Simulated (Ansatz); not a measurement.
Program: Ansatz 0.2.0.

Basis-set series for BrClH2OSi, SMILES `O[SiH](Cl)Br`. Total charge 0; spin multiplicity 1. The structure was optimised at the PBE0-D4/def2-TZVP level. It is one conformer, not always the lowest.

| functional | basis | functions | energy (Eh) | HOMO (eV) | LUMO (eV) |
| --- | --- | --- | --- | --- | --- |
| PBE0-D4 | def2-TZVPP | 191 | -3399.84498 | -8.71 | 0.12 |
| PBE0-D4 | def2-QZVPP | 346 | -3399.92572 | -8.74 | -0.03 |
| ωB97M-V | def2-TZVPP | 191 | -3400.28526 | -10.93 | 1.91 |
| ωB97M-V | def2-QZVPP | 346 | -3400.36249 | -10.96 | 1.44 |

(1) Give the rows for def2-SVP. (Estimate.)

Answers

(1) The calculation gave: 
```tsv
functional	basis	functions	energy (Eh)	HOMO (eV)	LUMO (eV)
PBE0-D4	def2-SVP	92	-3399.16608	-8.58	0.49
ωB97M-V	def2-SVP	92	-3399.60769	-10.76	2.59
```

Positive LUMOs are unbound and depend on the basis. Scalar relativity is left out up to krypton.
